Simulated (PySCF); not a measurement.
CH3FO2Si2, SMILES O=C1O[Si@H](F)[SiH2]1. Coordinates come from a PBE-D3(BJ)/def2-SVP optimisation. The structure was generated by enumeration; whether it is a known compound was not checked.

**Question.** Give the equilibrium geometry at PBE-D3(BJ)/def2-SVP (PySCF confirms it by a frequency run) as a Z-matrix. (An estimate is asked for; the answer gives what the named calculation found.)

**Answer.** 
```
Si
H 1 1.5003
H 1 1.5014 2 111.48
C 1 1.9842 2 115.46 3 -129.85
O 4 1.1993 1 135.08 2 63.31
O 4 1.4026 5 122.72 1 -177.56
Si 6 1.7334 4 106.30 5 -177.75
F 7 1.6343 6 109.61 4 111.83
H 7 1.4924 8 107.15 6 -119.27
```
Charge 0, spin multiplicity 1.
